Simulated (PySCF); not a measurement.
Stepwise substitution at one centre (In H-F). Gas-phase values, no solvent. Strings in code marks are SMILES.

Method: PySCF with PBE-D3(BJ)/def2-TZVP // r2SCAN-D4/def2-TZVP. All candidates: neutral, multiplicity 1. 

```json
{
 "HOMO": "-7.00 eV",
 "HOMO–LUMO gap": "4.35 eV",
 "LUMO": "-2.64 eV"
}
```

### Question
Which member has these values?
A) `[InH3]`
B) `[F][InH2]`
C) `[F][InH][F]`

### Answer
A, `[InH3]`. The others give `[F][InH][F]`: -8.23 eV, 5.45 eV, -2.79 eV; `[F][InH2]`: -7.28 eV, 4.73 eV, -2.55 eV
